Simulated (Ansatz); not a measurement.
A nudged elastic band was laid between two geometries of CH7FInNSi (12 atoms, charge 0, multiplicity 1).

Theory: Ansatz 0.2.0, RKS B3LYP-D4/def2-SVP.

```
movable images  : 5
climbing image  : yes
spring          : 5.0 eV/Å²
optimiser       : quadratic models (default)
start path      : through a guess of the saddle point
force threshold : 0.03 eV/Å
iteration limit : 60
end points      : relaxed
```

First end point:

```xyz
12
Properties=species:S:1:pos:R:3
C -2.415 -0.008 0.524
In -0.491 0.938 0.663
F -0.327 2.659 1.630
N 1.387 0.489 -0.003
Si 1.915 -0.884 -0.922
H -3.068 0.621 -0.097
H -2.312 -1.004 0.073
H -2.840 -0.089 1.534
H 2.081 1.189 0.256
H 0.706 -1.729 -1.163
H 2.936 -1.718 -0.211
H 2.505 -0.519 -2.249
```

Last end point:

```xyz
12
Properties=species:S:1:pos:R:3
C -2.132 -0.044 0.460
In -0.021 0.278 0.741
F 0.757 1.517 2.076
N 1.427 0.600 -0.920
Si 2.128 -1.198 -0.584
H -2.406 0.239 -0.565
H -2.363 -1.105 0.627
H -2.679 0.578 1.181
H 1.056 0.730 -1.862
H 0.879 -1.802 -1.254
H 1.330 -1.195 0.878
H 2.101 1.348 -0.745
```

Question: Which bonds break or form, and what moves?

Answer: Bonds broken: Si5–H12. Bonds formed: N4–H12.

Question: What energy profile does the band end with?

Answer: It converged. The highest image is number 4 of 0 to 6, 285.7 kJ/mol above the first end and 214.3 kJ/mol above the last; the last end lies 71.5 kJ/mol above the first. The profile has 2 maxima (images 1, 4) with wells between them (image 3): this band takes more than one step, which may be the mechanism or a detour left from its start path. Neighbouring images differ by up to 2.9 eV, so the band resolves the path poorly. A vibrational analysis at the climbing image gives one clearly imaginary mode, 1517i cm⁻¹: a first-order saddle point. The orbitals stay closed-shell, which can raise the energy where a bond breaks towards radicals; this wasn't checked here.

| image | path coordinate (Å) | energy (kJ/mol) | Si5–H12 (Å) | N4–H12 (Å) |
| --- | --- | --- | --- | --- |
| 0 | 0.00 | 0.0 | 1.50 | 2.70 |
| 1 | 1.73 | 4.0 | 1.49 | 2.65 |
| 2 | 3.47 | 2.6 | 1.49 | 2.66 |
| 3 | 5.20 | 1.2 | 1.50 | 2.68 |
| 4 | 6.94 | 285.7 | 1.62 | 1.37 |
| 5 | 9.57 | 101.7 | 2.53 | 1.02 |
| 6 | 12.19 | 71.5 | 2.55 | 1.02 |

Question: What is the geometry of the highest image?

Answer: 
```xyz
12
Properties=species:S:1:pos:R:3
C -2.132 -0.166 0.994
In -0.375 1.025 0.587
F -0.079 2.747 1.522
N 1.373 0.515 -0.464
Si 1.846 -1.121 -1.318
H -2.254 -0.920 0.206
H -2.002 -0.659 1.968
H -3.004 0.501 1.029
H 1.879 1.324 -0.832
H 1.500 -1.066 -2.785
H 0.819 -2.035 -0.710
H 2.506 -0.201 -0.163
```

Time of the run: 13 min on 2 threads of Intel(R) Xeon(R) Platinum 8259CL CPU @ 2.50GHz (Skylake/Cascade Lake) (shared host), peak memory 0.37 GiB.
